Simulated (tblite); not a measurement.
Species: CH5BFO (charge -1).
Numbering: `[CH3:1][O:2][BH2-:3][F:4]` (hydrogens: H5, H6, H7 on C1; H8, H9 on B3)

Computed with GFN2-xTB (tblite), gas phase: L-BFGS steps from a force-field or distance-geometry start until the largest atomic force falls under 0.01 eV/Å.

The end geometry, which sets the zero of energy:
```
atom  x, y, z in Å
C1     -1.1755    0.0316   -0.2600
O2     -0.0189    0.7678   -0.3668
B3      1.1816    0.1227    0.2390
F4      1.4853   -1.1042   -0.4611
H5     -2.0041    0.5984   -0.7148
H6     -1.4395   -0.1792    0.7951
H7     -1.1035   -0.9427   -0.7737
H8      2.1091    0.8906    0.0986
H9      0.9789   -0.1790    1.4186
```

Task: These geometries come from the run, each turned onto the end geometry. Order them by energy, lowest first.
A.
```
atom  x, y, z in Å
C1     -1.1792    0.0384   -0.2445
O2     -0.0218    0.7739   -0.3530
B3      1.1836    0.1158    0.2290
F4      1.5062   -1.0669   -0.5381
H5     -1.9881    0.5580   -0.7838
H6     -1.4930   -0.0867    0.8113
H7     -1.0764   -0.9724   -0.6728
H8      2.1050    0.8993    0.1397
H9      0.9771   -0.2534    1.3872
```
B.
```
atom  x, y, z in Å
C1     -1.1838    0.0387   -0.2582
O2      0.0440    0.4018   -0.7219
B3      1.1795    0.0468    0.1648
F4      1.9601   -0.9617   -0.4705
H5     -1.9273    0.7488   -0.6170
H6     -1.1974    0.0447    0.8405
H7     -1.4712   -0.9819   -0.5847
H8      1.8526    1.0550    0.3695
H9      0.7570   -0.3861    1.2523
```
C.
```
atom  x, y, z in Å
C1     -1.2232    0.0239   -0.2579
O2     -0.0033    0.6325   -0.4240
B3      1.2196    0.0911    0.2319
F4      1.7136   -1.0254   -0.5314
H5     -1.9606    0.6526   -0.7860
H6     -1.5179   -0.0298    0.8032
H7     -1.3015   -1.0144   -0.6442
H8      2.0473    0.9902    0.1972
H9      1.0394   -0.3148    1.3861
```
D.
```
atom  x, y, z in Å
C1     -1.1974    0.0292   -0.2546
O2     -0.0229    0.7320   -0.3397
B3      1.1986    0.1137    0.2341
F4      1.5548   -1.0662   -0.5447
H5     -1.9623    0.5859   -0.8169
H6     -1.5398   -0.0584    0.7912
H7     -1.1715   -0.9967   -0.6573
H8      2.0820    0.9543    0.1531
H9      1.0719   -0.2879    1.4097
```
E.
```
atom  x, y, z in Å
C1     -1.1854    0.0409   -0.2435
O2     -0.0224    0.7697   -0.3349
B3      1.1901    0.1055    0.2338
F4      1.5062   -1.0667   -0.5408
H5     -1.9823    0.5575   -0.8071
H6     -1.5228   -0.0731    0.8070
H7     -1.0753   -0.9727   -0.6641
H8      2.0871    0.9155    0.1308
H9      1.0182   -0.2706    1.3938
```

Result: A (0.003 eV), E (0.006 eV), D (0.033 eV), C (0.057 eV), B (0.164 eV).

In the order of the answer:

```
step  E above end (eV)  largest force (eV/Å)  rms force component (eV/Å)  rms distance from end (Å)  rms bond change (Å)  bond most changed (Å)
  41             0.003                  0.02                       0.010                      0.072                0.001           B3–F4 +0.001
  28             0.006                  0.14                       0.043                      0.085                0.003           B3–F4 -0.005
  23             0.033                  0.30                       0.134                      0.107                0.008           B3–H9 +0.014
  21             0.057                  0.28                       0.097                      0.162                0.005           B3–H8 +0.010
   3             0.164                  0.47                       0.180                      0.354                0.013           B3–F4 -0.020
```

The cost below is that of the whole relaxation. On an Arm Neoverse V2 with one thread, no GPU, shared host with 48 logical CPUs at a one-minute load of 12, this took 0.1 s.
